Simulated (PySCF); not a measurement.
Löwdin shares of the frontier orbitals

Compound: (Cl)2Ti(OSiH2)2O (singlet state).
Z-matrix (Å and degrees, PBE0-D3(BJ)/def2-SVP geometry), rows numbered from 1:
```
Ti
Cl  1  2.1870
Cl  1  2.1875  2  112.45
O   1  1.7594  2  109.60  3  -124.15
Si  4  1.6822  1  135.11  2  -117.06
O   5  1.6593  4  106.21  1    -1.29
Si  6  1.6596  5  135.69  4    -0.91
O   7  1.6826  6  106.35  5     2.55
H   5  1.4828  4  108.88  1   116.86
H   5  1.4828  4  108.78  1  -119.75
H   7  1.4826  6  109.86  5   120.17
H   7  1.4830  6  109.91  5  -114.97
```

Computed, not measured: TDDFT PBE0/def2-SVPD, vertical, gas phase, core orbitals frozen in the response in PySCF 2.14.0, density-fitted response routines.

Kohn–Sham orbitals with the atoms that hold most of them (Löwdin shares over 4%, at most four atoms; ? is withheld):

```
orbital  ε (eV)                             atoms
 HOMO-3   -9.53    Cl3 42%, Cl2 41%, O4 6%, O8 5%
 HOMO-2   -9.32  Cl3 27%, Cl2 27%, O6 14%, Si5 6%
 HOMO-1   -9.24  Cl2 32%, Cl3 32%, O4 10%, O8 10%
   HOMO       ?                                 ?
   LUMO   -2.79                                 ?
 LUMO+1   -2.76     Ti1 76%, O4 6%, O8 6%, Cl2 5%
 LUMO+2   -2.11     Ti1 69%, O4 7%, O8 7%, Cl2 6%
```

Problem. Give the leading atoms of the LUMO.

Solution. Ti1 (bonded to 2 Cl and 2 O) 75%; Cl3 (bonded to Ti) 7%; Cl2 (bonded to Ti) 7%; O4 (bonded to Si and Ti) 4%. By element: titanium 75%, chlorine 14%, oxygen 4% or more.

Problem. Give the leading atoms of the HOMO.

Solution. Cl2 (bonded to Ti) 20%; Cl3 (bonded to Ti) 20%; O6 (bonded to 2 Si) 11%; Si7 (bonded to 2 O and 2 H) 8%. By element: chlorine 40%, oxygen 11% or more, silicon 8% or more.

Problem. What is the HOMO energy, and the HOMO–LUMO gap?

Solution. ε(HOMO) = -9.05 eV; the gap is 6.27 eV (0.2303 hartree).

Problem. How does S1 compare with the orbital gap of 6.27 eV?

Solution. S1 is at 4.88 eV (f = 0.0034), 1.38 eV below the gap, made of HOMO→LUMO+1 (56%), HOMO-2→LUMO+1 (27%), HOMO→LUMO (9%). Its leading pair isn't HOMO and LUMO; the energies of that pair differ by 6.30 eV. Without the coupling terms of the response equations the lowest excitation would equal the gap.

Problem. One configuration dominates each of S2 and S4. Which, and how do the shares of the two leading atoms of either orbital change from the occupied to the empty one?

Solution. 
- S2 (4.91 eV, f 0.0000), HOMO-1→LUMO (92%): Cl2 32% → 7%, Cl3 32% → 7%, Ti1 at most 11% → 75%; the Löwdin share of titanium is at most 11% in HOMO-1 and 75% in LUMO (ligand-to-metal charge transfer by this measure)
- S4 (5.13 eV, f 0.032), HOMO-1→LUMO+1 (82%): Cl2 32% → 5%, Cl3 32% → at most 6%, Ti1 at most 11% → 76%, O4 10% → 6%; the Löwdin share of titanium is at most 11% in HOMO-1 and 76% in LUMO+1 (ligand-to-metal charge transfer by this measure)

Löwdin shares depend on the basis, the more so with diffuse functions.

On an Intel Xeon at 2.50 GHz with one thread, no GPU, shared host with 64 logical CPUs at a one-minute load of 59, this took 13 min (with the writing of density and orbital grids) and 1.3 GiB of memory at its peak.
